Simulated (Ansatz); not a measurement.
Cost and result for the atomization energy of `CCP(C(C)(C)C)C(C)(C)C` (34 atoms, 33 bonds).

Z-matrix (Å, degrees):
```
C
C 1 1.523
H 1 1.091 2 112.2
H 1 1.092 2 110.6 3 119.6
H 1 1.094 2 110.9 3 -120.5
P 2 1.856 1 113.4 3 -62.7
H 2 1.095 1 111.1 3 63.1
H 2 1.093 1 108.6 3 179.2
C 6 1.890 2 100.7 1 -147.2
C 6 1.889 2 102.8 1 99.5
C 9 1.532 6 103.9 2 79.1
C 9 1.526 6 109.6 2 -165.8
C 9 1.526 6 117.0 2 -40.6
C 10 1.523 6 116.9 2 66.1
C 10 1.530 6 105.7 2 -54.9
C 10 1.529 6 107.9 2 -169.6
H 11 1.095 9 109.6 6 178.2
H 11 1.092 9 111.3 6 58.4
H 11 1.093 9 112.2 6 -62.5
H 12 1.095 9 109.5 6 -166.4
H 12 1.093 9 111.6 6 -47.1
H 12 1.091 9 112.0 6 74.6
H 13 1.089 9 112.5 6 -65.5
H 13 1.096 9 109.3 6 175.2
H 13 1.092 9 112.3 6 56.5
H 14 1.091 10 112.0 6 68.9
H 14 1.093 10 112.2 6 -53.1
H 14 1.096 10 109.6 6 -172.3
H 15 1.092 10 112.2 6 71.1
H 15 1.093 10 111.6 6 -50.8
H 15 1.095 10 109.2 6 -169.8
H 16 1.096 10 109.6 6 172.3
H 16 1.093 10 111.0 6 53.0
H 16 1.090 10 112.5 6 -68.0
```

Charge 0, multiplicity 1. The geometry is a stationary point of PBE0-D4/def2-TZVP. It is one conformer, not always the lowest. Program: Ansatz. All runs use 11 threads of an AMD EPYC 7R13 on a shared host and a whole NVIDIA H100 80 GB. Times are those of one run each, without the atoms' runs, and a repeat can differ threefold. Electronic energies, without spin–orbit coupling; frozen cores. CCSD(T)/CBS adds CCSD(T) − MP2 in def2-TZVPP to the MP2 limit, and its time is that of the two runs behind it. T1 = 0.010.

CCSD(T)/CBS is a level of theory with its own doubt, some kJ/mol a heavy atom from the limit and from the frozen cores, so smaller differences don't rank the functionals.

| level | functions | wall time |
| --- | --- | --- |
| BHLYP-D4/def2-TZVPP | 674 | 3.9 s |
| LDA (SPW92)/def2-TZVPP | 674 | 4 s |
| BLYP-D4/def2-TZVPP | 674 | 4.4 s |
| r2SCANh-D4/def2-TZVPP | 674 | 4.7 s |
| B97M-V/def2-TZVPP | 674 | 5 s |
| CAM-B3LYP-D4/def2-TZVPP | 674 | 5.5 s |
| B2PLYP/def2-TZVPP | 674 | 5.5 s |
| PBE-QIDH/def2-TZVPP | 674 | 5.5 s |
| revPBE-D4/def2-TZVPP | 674 | 6 s |
| CCSD(T)/def2-SVP | 273 | 6.5 s |
| MP2/def2-QZVPP | 1330 | 12 s |
| CCSD(T)/def2-TZVPP | 674 | 2.8 min |
| CCSD(T)/CBS(def2) | – | 2.9 min |

Q: What atomization energy does each give, and how far from CCSD(T)/CBS? (Estimate.)

A: Ansatz gave: 
```json
{"level": "BHLYP-D4/def2-TZVPP", "atomization (kcal/mol)": "3131.1", "difference from CCSD(T)/CBS": "-61.8", "per bond": "-1.9"}
{"level": "LDA (SPW92)/def2-TZVPP", "atomization (kcal/mol)": "3618.5", "difference from CCSD(T)/CBS": "425.6", "per bond": "12.9"}
{"level": "BLYP-D4/def2-TZVPP", "atomization (kcal/mol)": "3176.1", "difference from CCSD(T)/CBS": "-16.8", "per bond": "-0.5"}
{"level": "r2SCANh-D4/def2-TZVPP", "atomization (kcal/mol)": "3188.6", "difference from CCSD(T)/CBS": "-4.3", "per bond": "-0.1"}
{"level": "B97M-V/def2-TZVPP", "atomization (kcal/mol)": "3202.0", "difference from CCSD(T)/CBS": "9.1", "per bond": "0.3"}
{"level": "CAM-B3LYP-D4/def2-TZVPP", "atomization (kcal/mol)": "3207.1", "difference from CCSD(T)/CBS": "14.2", "per bond": "0.4"}
{"level": "B2PLYP/def2-TZVPP", "atomization (kcal/mol)": "3156.1", "difference from CCSD(T)/CBS": "-36.8", "per bond": "-1.1"}
{"level": "PBE-QIDH/def2-TZVPP", "atomization (kcal/mol)": "3190.3", "difference from CCSD(T)/CBS": "-2.6", "per bond": "-0.1"}
{"level": "revPBE-D4/def2-TZVPP", "atomization (kcal/mol)": "3187.7", "difference from CCSD(T)/CBS": "-5.2", "per bond": "-0.2"}
{"level": "CCSD(T)/def2-SVP", "atomization (kcal/mol)": "3066.8", "difference from CCSD(T)/CBS": "-126.1", "per bond": "-3.8"}
{"level": "MP2/def2-QZVPP", "atomization (kcal/mol)": "3192.1", "difference from CCSD(T)/CBS": "-0.8", "per bond": "0.0"}
{"level": "CCSD(T)/def2-TZVPP", "atomization (kcal/mol)": "3125.9", "difference from CCSD(T)/CBS": "-67.0", "per bond": "-2.0"}
{"level": "CCSD(T)/CBS(def2)", "atomization (kcal/mol)": "3192.9", "difference from CCSD(T)/CBS": "0.0", "per bond": "0.0"}
```

From r2SCAN to r2SCAN0 (25 % exact exchange), in def2-TZVPP and without D4, the atomization energy moves by −24.6 kcal/mol: exact exchange takes away binding that semilocal exchange gives to molecules. At CCSD(T), def2-SVP lies −126.1 kcal/mol from the extrapolated value and def2-TZVPP −67.0 kcal/mol: correlation converges slowly with the basis, and small sets miss more of it in the bonded molecule than in its fragments. The D4 term adds +39.1 kcal/mol with B3LYP and +21.5 kcal/mol with PBE0; it sums over pairs of atoms, weighted by their polarisabilities, and B3LYP, whose exchange is more repulsive, gets the larger term.

B3LYP here is the variant with VWN-RPA as its local correlation; programs differ in this.
